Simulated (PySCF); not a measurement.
# Polarisability as a sum over states

Compound: C6H6ClF.
Structure used (GFN2-xTB), in Å, numbered top down from 1:
```xyz
14
C6H6ClF angstrom
C     -0.3504    1.9888   -0.1806
C     -0.3412    0.6727   -0.0411
C      0.6834   -0.3581    0.1066
C      1.9947   -0.3770    0.3026
Cl     2.9413    1.0484    0.4333
C     -0.3393   -1.4640   -0.0181
C     -1.4338   -0.3778   -0.0431
F     -2.2353   -0.3952   -1.1579
H      0.5610    2.5606   -0.1815
H     -1.2725    2.5289   -0.3130
H      2.5604   -1.2910    0.3979
H     -0.3883   -2.1685    0.8091
H     -0.2778   -2.0086   -0.9587
H     -2.1030   -0.3597    0.8224
```

Method: TDDFT B3LYP/def2-SVPD, vertical, gas phase, core orbitals frozen in the response (PySCF 2.14.0, density-fitted response routines).

Computed singlets:

```json
{"state": "S1", "E (eV)": "4.79", "f": "0.249"}
{"state": "S2", "E (eV)": "5.67", "f": "0.0031"}
{"state": "S3", "E (eV)": "6.05", "f": "0.042"}
{"state": "S4", "E (eV)": "6.06", "f": "0.012"}
{"state": "S5", "E (eV)": "6.35", "f": "0.038"}
{"state": "S6", "E (eV)": "6.39", "f": "0.0091"}
{"state": "S7", "E (eV)": "6.64", "f": "0.030"}
{"state": "S8", "E (eV)": "6.75", "f": "0.024"}
```

Question: Build the mean polarisability up from these states and compare it with the full response value.

Answer: Each state adds f / ΔE² (ΔE in hartree, 27.2114 eV).

| state | f/ΔE² (au) | running sum (au) | running share of α (%) |
| --- | --- | --- | --- |
| S1 | 8.05 | 8.05 | 9.2 |
| S2 | 0.07 | 8.12 | 9.2 |
| S3 | 0.85 | 8.96 | 10.2 |
| S4 | 0.24 | 9.21 | 10.5 |
| S5 | 0.70 | 9.91 | 11.3 |
| S6 | 0.17 | 10.08 | 11.5 |
| S7 | 0.51 | 10.59 | 12.0 |
| S8 | 0.38 | 10.97 | 12.5 |

The full response gives 87.95 au (13.03 Å³), so 77.0 au comes from the higher roots of the same equations.

Question: By how much does the contribution of these states grow at 589.3 nm?

Answer: With ω = 0.0773 hartree each state's term in the mean polarisability goes from f / ΔE² to f / (ΔE² − ω²); the sum over all 8 states goes from 10.97 to 13.27 au, a rise of 2.29 au.

The largest single term belongs to S1, which also has the largest f.

Hardware: one thread, Arm Neoverse V1, shared host. Cost: 44 s of wall time (with the writing of density and orbital grids).
